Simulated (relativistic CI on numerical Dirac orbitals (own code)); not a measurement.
# Radial parameters of As XVIII

Method of calculation: Dirac-Coulomb-Breit CI, separate exchange-only KLI orbitals for each configuration, a model potential for QED, unscaled Slater integrals (own radial code, finite nucleus).

Slater integrals F^k, G^k are unscaled and averaged over j, outside the closed core [Ne]; ζ comes from projecting the Hamiltonian with its Breit term on Σ l·s of the shell.

- 3s²3p⁴: F^2(3p,3p) = 194960, ζ(3p) = 39046 cm⁻¹; <r>(3p) = 0.5123, <r^2>(3p) = 0.3024 (bohr units).
- 3s3p⁵: G^1(3s,3p) = 249980, ζ(3p) = 39008 cm⁻¹; <r>(3s) = 0.5208, <r^2>(3s) = 0.3084, <r>(3p) = 0.513, <r^2>(3p) = 0.3032 (bohr units).
- 3s²3p³3d: F^2(3p,3p) = 194680, ζ(3p) = 38984, F^2(3p,3d) = 194370, G^1(3p,3d) = 215870, G^3(3p,3d) = 141920, ζ(3d) = 4037.5 cm⁻¹; <r>(3p) = 0.5131, <r^2>(3p) = 0.3034, <r>(3d) = 0.4692, <r^2>(3d) = 0.2561 (bohr units).

Averages of the first 10 configurations, taken without configuration mixing, which lowers the lowest level and can move excited configurations by several eV; other configurations of the list can lie among them:

```csv
Configuration,Parity,States,Average energy above the lowest level (eV)
3s²3p⁴,even,15,12.0
3s3p⁵,odd,12,77.7
3s²3p³3d,odd,200,96.9
3p⁶,even,1,151.9
3s3p⁴3d,even,300,158.9
3p⁵3d,odd,60,229.3
3s3p³3d²,odd,1800,243.0
3s²3p³4s,odd,40,325.0
3s²3p²3d4p,odd,900,432.8
3p⁵4s,odd,12,459.2
```
